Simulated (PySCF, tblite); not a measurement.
Isomers of C5H12OSSi. Level: GFN2-xTB in tblite, geometry and Hessian alike; calculated harmonic values, unscaled, isolated species. The method is semi-empirical: single wavenumbers can be off by several per cent or more. Modes of hydrogen on silicon and sulfur can be 10 to 20 % off. One conformer each.

Electronic energies: PBE0/pcSseg-1 single points on the GFN2-xTB geometries (PySCF, gas phase).

```
                SMILES  electronic energy, lowest = 0 (kJ/mol)
       COC[SiH2]SC1CC1                                   247.1
C[Si]1(C)C[C@@H](S)CO1                                     0.0
CC(C)[C@@H]1CO[SiH2]S1                                    13.4
```

**Question.** How do GFN2-xTB zero-point energies change the relative energies?

**Answer.** 
```csv
SMILES,ZPE (kJ/mol),of it from modes above 1550 cm⁻¹,electronic (kJ/mol),"with ZPE, lowest = 0 (kJ/mol)",lowest mode (cm⁻¹),rings
C[Si]1(C)C[C@@H](S)CO1,419.8,212.9,0.0,0.0,59,1
CC(C)[C@@H]1CO[SiH2]S1,424.4,207.5,13.4,18.0,62,1
COC[SiH2]SC1CC1,411.7,206.7,247.1,238.9,32,1
```

The zero-point energies span 12.7 kJ/mol, from `COC[SiH2]SC1CC1` to `CC(C)[C@@H]1CO[SiH2]S1`. The order is unchanged.

**Question.** And how do the electronic energies of GFN2-xTB itself compare?

**Answer.** `C[Si]1(C)C[C@@H](S)CO1` 157.1; `CC(C)[C@@H]1CO[SiH2]S1` 0.0; `COC[SiH2]SC1CC1` 289.9 kJ/mol, lowest = 0. Against the energies above, taken from the same isomer `C[Si]1(C)C[C@@H](S)CO1`, the largest difference is 170.5 kJ/mol.

**Question.** What do entropy and thermal enthalpy add at 298.15 K and 1 bar (rigid rotor, harmonic oscillator, one conformer each)?

**Answer.** 
```
                SMILES  point group  symmetry number  S (J/(mol K))  H − H(0) (kJ/mol)  ZPE + H − H(0) − TS (kJ/mol)
C[Si]1(C)C[C@@H](S)CO1           C1                1          433.5              31.85                         322.4
CC(C)[C@@H]1CO[SiH2]S1           C1                1          408.8              28.96                         331.5
       COC[SiH2]SC1CC1           C1                1          458.6              32.77                         307.7
```
